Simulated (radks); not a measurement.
The numbers below are computed, except where a source is named.
Initial-state core-level shifts of neutral arsenic when its valence configuration changes from [Ar] 3d10 4s2 4p3. Level of theory: scalar-relativistic Kohn-Sham, r2SCAN, spin-unpolarised, spherical densities, finite nucleus; meta-GGA in the generalised Kohn-Sham scheme; Fermi nuclear charge, rms radius 4.0968 fm (a radial shooting solver on a logarithmic mesh with Libxc functionals). Shifts are changes of the shell-averaged eigenvalues in eV (positive: less bound); the change of the density at the nucleus, which sets a Mossbauer isomer shift, is in e/bohr^3, on a base of 3.597e+04.

valence               1s       2s       3s       3p  density at nucleus
3d9 4s2 4p4      -13.057  -14.346  -11.450  -11.193             +14.009
3d10 4s1 4p4      -1.820   -1.739   -1.775   -1.769             -21.489
3d9 4s1 4p5      -14.742  -15.965  -13.083  -12.820             -10.852
3d8 4s2 4p5      -26.987  -29.721  -23.219  -22.712             +29.284
3d9.5 4s1 4p4.5   -8.167   -8.717   -7.382   -7.247             -16.329
3d9.5 4s2 4p3.5   -6.418   -7.042   -5.682   -5.554              +6.843
3d7 4s2 4p6      -41.763  -46.076  -35.256  -34.513             +45.707
3d9 4s0.5 4p5.5  -15.561  -16.751  -13.877  -13.610             -23.629
3d9 4s1.5 4p4.5  -13.908  -15.164  -12.275  -12.015              +1.699
